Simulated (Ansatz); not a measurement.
NH₃ + `[OH][Ga]([OH])[OH]` → `[NH3+][Ga-]([OH])([OH])[OH]`  (adduct formation)

Computed with Ansatz on PBE0-D4/def2-TZVP structures; ΔE is electronic, products minus reactants. CBS: MP2 limit from def2 TZ/QZ plus the TZ coupled-cluster correction, frozen cores. This one scheme is used for every species. Functionals use def2-TZVPP. B3LYP here is the variant with VWN-RPA as its local correlation; programs differ in this. For Ga outer-core shells are correlated without core-valence functions, which leaves a few kJ/mol of doubt a bond. Scalar relativity is left out up to krypton. One conformer a species, not always the lowest.

| level | ΔE (kcal/mol) |
| --- | --- |
| B3LYP | -21.8 |
| HF/CBS(def2) | -22.6 |

(1) What does CCSD(T)/CBS give? (An estimate is asked.)

Largest T1 diagnostic among the species: 0.014.

Results:

(1) Computed: -26.6 kcal/mol. The listed levels differ from it by 4.8, 4.0 kcal/mol.

From r2SCAN to r2SCAN0 (25 % exact exchange), in def2-TZVPP and without D4, ΔE moves by −1.1 kcal/mol. Leaving LDA and LC-ωPBE aside and taking each functional with its dispersion term where it has one, the values, not all of them listed here, spread over 4.8 kcal/mol, from r2SCAN0-D4 to BLYP-D4. LDA lies −8.2 kcal/mol from PBE without D4.
